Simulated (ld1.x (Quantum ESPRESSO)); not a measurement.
**Ranking TM potentials for oxygen**

All share these settings but for the change named:

ld1.x (Quantum ESPRESSO) 7.5 input, shortened:

```
&input
   title='O', zed=8., rel=1, dft='PBE', iswitch=3,
   config='[He] 2s2 2p2.5 3d-2'
 /
 &inputp
   pseudotype=2, tm=.true., lloc=1,
   nlcc=.true., rcore=0.30
 /
3
2S  1  0   2.00   0.00  0.55  0.55  0.0
3D  3  2  -2.00   0.45  1.65  1.65  0.0
2P  2  1   2.50   0.00  1.50  1.50  0.0
 &test
   configts(1)='2s2 2p2.5'
 /
```

Test errors are all-electron minus pseudo excitation energies from the reference, over 2s2 2p4; 2s2 2p3; 2s2 2p2; 2s0 2p6; 2s2 2p3.5; 2s1 2p4; 2s2 2p1. None of these files shows a bound ghost.

The base gives 291.8 meV.

Of 12 variants that were run, those that failed, showed a ghost or another fault, or gave nearly equal values are left out.

A variant can come out equal or close to the base, since the largest error may sit in a test that the change hardly touches while other tests move.

Problem. Rank these variants by their largest absolute test error, smallest first.
A. wave 2p (bound): rc 1.50 bohr becomes 2p (bound): rc 2.04 bohr
B. core correction a·sin(br)/r model core inside 0.56 bohr
C. local potential the s channel
D. all radii but the core radius scaled by about 0.90 (s 0.50, p 1.34, d 1.48 bohr)
E. wave 2p (bound): rc 1.50 bohr becomes 2p (bound): rc 0.98 bohr

Solution. E (104.6 meV), D (202.8 meV), B (291.5 meV), C (344.6 meV), A (996.8 meV).
